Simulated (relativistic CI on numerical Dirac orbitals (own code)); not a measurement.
**Pt⁴⁺: 5d valence photoemission**

Computed with this model: Dirac-Coulomb-Breit CI, KLI orbitals optimised for each configuration, a model potential for QED, multiplet model of photoemission in the sudden approximation, unscaled Slater integrals; configurations [Xe] 4f14 5d6 → [Xe] 4f14 5d5; 80 K; Lorentzian 0.3 eV and Gaussian 0.5 eV FWHM. Energies are those of the free ion, without screening or charge transfer. The energies are binding energies and can lie tens of eV above those of solids. S is read from ⟨S²⟩ = S(S + 1).

Field parameters in Wybourne normalisation: Td as Oh with Dq negative (B⁴₀ = 21Dq, B⁴₄ = √(5/14) B⁴₀). The field is a parameter set, without covalency.

free ion: ground-state S = 1.87, centroid 59.72 eV. Peaks (eV, height): 56.5 (49), 60.3 (100), 61.2 (23), 62.5 (14), 63.5 (9).

Td, 10Dq = -3800 cm⁻¹: ground-state S = 1.88, centroid 59.74 eV. Peaks (eV, height): 56.6 (57), 60.3 (100), 62.5 (12), 63.6 (9).

Td, 10Dq = -10400 cm⁻¹: ground-state S = 1.86, centroid 59.80 eV. Peaks (eV, height): 56.9 (73), 59.1 (47), 60.4 (100), 61.8 (28), 63.8 (9).

Td, 10Dq = -17050 cm⁻¹: ground-state S = 1.66, centroid 59.80 eV. Peaks (eV, height): 57.4 (100), 58.7 (77), 59.7 (73), 60.7 (94), 61.9 (32), 62.7 (25), 64.4 (9).

Strongest unbroadened transitions for Td, 10Dq = -10400 cm⁻¹:

```csv
Energy (eV),Relative strength
56.92,5.2
56.94,100.0
56.95,24.7
59.00,64.7
59.58,44.6
59.84,5.6
60.18,6.9
60.35,73.5
60.42,55.9
60.54,19.8
60.84,23.0
60.88,8.1
61.10,35.9
61.76,22.7
61.99,9.5
62.16,10.7
62.51,5.0
63.81,5.9
```
